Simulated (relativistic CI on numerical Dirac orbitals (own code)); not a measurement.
**Level scheme of Cr21+**

Calculated at this level of theory: Dirac-Coulomb-Breit CI, KLI orbitals optimised for each configuration, QED by a radiative potential, unscaled Slater integrals (own radial code, finite nucleus).

Configuration list (outside the closed core 1s2): 2s, 2p, 3s, 3p, 3d, 4s, 4p, 4d, 4f, 5s, 5p, 5d, 5f, 5g, 6s, 6p, 6d. Levels of other configurations are missing.

The lowest level is 2s 2S_1/2, with 100 % of that term; Hund's rules for 2s give 2S with J = 1/2, in agreement.

| No. | Configuration | Term | J | E (10³ cm⁻¹) | % | Next component (%) | Landé g | Lifetime (s) |
| --- | --- | --- | --- | --- | --- | --- | --- | --- |
| 1 | 2s | 2S | 1/2 | 0.0 | 100 |  | 1.998 |  |
| 2 | 2p | 2P° | 1/2 | 358.7 | 100 |  | 0.661 | 6.05e-10 |
| 3 | 2p | 2P° | 3/2 | 449.4 | 100 |  | 1.331 | 3.03e-10 |
| 4 | 3s | 2S | 1/2 | 7801.6 | 100 |  | 2.000 | 5.09e-13 |
| 5 | 3p | 2P° | 1/2 | 7901.1 | 100 |  | 0.664 | 1.90e-13 |
| 6 | 3p | 2P° | 3/2 | 7927.9 | 100 |  | 1.333 | 1.96e-13 |
| 7 | 3d | 2D | 3/2 | 7965.0 | 100 |  | 0.798 | 6.43e-14 |
| 8 | 3d | 2D | 5/2 | 7973.5 | 100 |  | 1.199 | 6.49e-14 |
| 9 | 4s | 2S | 1/2 | 10485.9 | 100 |  | 2.001 | 7.46e-13 |
| 10 | 4p | 2P° | 1/2 | 10526.9 | 100 |  | 0.665 | 3.21e-13 |
| 11 | 4p | 2P° | 3/2 | 10538.2 | 100 |  | 1.333 | 3.29e-13 |
| 12 | 4d | 2D | 3/2 | 10553.6 | 100 |  | 0.799 | 1.49e-13 |
| 13 | 4d | 2D | 5/2 | 10557.1 | 100 |  | 1.200 | 1.50e-13 |
| 14 | 4f | 2F° | 5/2 | 10557.9 | 100 |  | 0.856 | 3.08e-13 |
| 15 | 4f | 2F° | 7/2 | 10559.7 | 100 |  | 1.142 | 3.09e-13 |
| 16 | 5s | 2S | 1/2 | 11717.5 | 100 |  | 2.002 | 1.17e-12 |
| 17 | 5p | 2P° | 1/2 | 11738.2 | 100 |  | 0.665 | 5.43e-13 |
| 18 | 5p | 2P° | 3/2 | 11744.0 | 100 |  | 1.334 | 5.56e-13 |
| 19 | 5d | 2D | 3/2 | 11751.8 | 100 |  | 0.799 | 2.85e-13 |
| 20 | 5d | 2D | 5/2 | 11753.6 | 100 |  | 1.200 | 2.89e-13 |
| 21 | 5f | 2F° | 5/2 | 11754.1 | 100 |  | 0.856 | 5.94e-13 |
| 22 | 5f | 2F° | 7/2 | 11755.0 | 100 |  | 1.143 | 5.96e-13 |
| 23 | 5g | 2G | 7/2 | 11755.0 | 100 |  | 0.888 | 1.00e-12 |
| 24 | 5g | 2G | 9/2 | 11755.6 | 100 |  | 1.111 | 1.00e-12 |
| 25 | 6s | 2S | 1/2 | 12382.8 | 100 |  | 2.002 | 1.76e-12 |
| 26 | 6p | 2P° | 1/2 | 12394.7 | 100 |  | 0.665 | 8.62e-13 |
| 27 | 6p | 2P° | 3/2 | 12398.1 | 100 |  | 1.334 | 8.83e-13 |
| 28 | 6d | 2D | 3/2 | 12402.6 | 100 |  | 0.799 | 4.83e-13 |
| 29 | 6d | 2D | 5/2 | 12403.7 | 100 |  | 1.200 | 4.91e-13 |

Energies count from the lowest computed level; ° marks odd parity; lifetimes are radiative, by E1, M1, E2, M2 decay to levels of this space only.

The mean weight of the leading LS term, summed over parents, in these 29 levels is 100 %, and that of the leading jj configuration (from the same eigenvectors) 100 %.

At this charge energies of transitions that change n are usually good to better than 1 %, and those within a shell (Δn = 0) to a few per cent.
